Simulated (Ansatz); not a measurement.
System: sum formula AlN$_{2}$H$_{4}$Cl (charge 0, singlet). 
Coordinates optimised at B3LYP-D3(BJ)/def2-TZVP (Ansatz, an electronic-structure program):
```xyz
8

N      1.5438    -1.2244     0.2724
Al    -0.0016    -0.3959     0.1083
N     -1.5537    -1.1808     0.3852
Cl     0.0067     1.6358    -0.4473
H      1.6689    -2.1895     0.5311
H      2.4347    -0.7815     0.1155
H     -2.4409    -0.7129     0.2931
H     -1.6867    -2.1423     0.6533
```
Charge 0, spin multiplicity 1.

Property: vertical triplet-singlet gap (E(triplet) - E(singlet); each state is the SCF solution reached for its spin), in kcal/mol. Valence correlation only, unless marked. Open shells are spin-unrestricted. No spin-orbit coupling. Non-relativistic. CBS(X,Y): correlation extrapolated as X^-3; Hartree-Fock from the larger set. The bracket is a focal-point correction in the basis named.

```tsv
level	program	vertical triplet-singlet gap (kcal/mol)
SVWN5/def2-TZVPD	Ansatz	111.1
r2SCAN/def2-TZVPD	Ansatz	115.4
B3LYP/def2-TZVPD	Ansatz	117.0
CAM-B3LYP/def2-TZVPD	Ansatz	…
B2PLYP/def2-TZVPD	Ansatz	…
CCSD/aug-cc-pV(D+d)Z	Ansatz	126.5
RI-MP2/CBS(aug-cc-pV(T+d)Z,aug-cc-pV(Q+d)Z)+[CCSD(T)-MP2]/aug-cc-pV(T+d)Z	Ansatz	…
```

### Question
Fill in the missing entries.

### Answer

- CAM-B3LYP/def2-TZVPD, vertical triplet-singlet gap (kcal/mol): 127.7
- B2PLYP/def2-TZVPD, vertical triplet-singlet gap (kcal/mol): 127.1
- RI-MP2/CBS(aug-cc-pV(T+d)Z,aug-cc-pV(Q+d)Z)+[CCSD(T)-MP2]/aug-cc-pV(T+d)Z, vertical triplet-singlet gap (kcal/mol): 130.8
